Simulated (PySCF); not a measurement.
This script is equivalent to a calculation on C (carbon, neutral).

```python
from pyscf import gto, scf, dft, mp, cc
import basis_set_exchange as bse
mol = gto.M(atom="C 0 0 0", charge=0, spin=2, symmetry="D2h",
            basis=gto.basis.parse(bse.get_basis("dyall-av2z", elements=["C"], fmt="nwchem")))
mf = dft.UKS(mol, xc="M06")
mf.irrep_nelec = {'Ag': (2, 2), 'B1u': (1, 0), 'B2u': (1, 0)}
mf.kernel()
```

**Question.** What total energy does it give?

**Answer.** -37.830 hartree (calculated).

**Question.** Which occupied shell lies highest, and where?

**Answer.** 2p α, at -7.286 eV.

**Question.** What is ⟨S²⟩, and what would a pure spin state give?

**Answer.** 2.003, against 2.00.
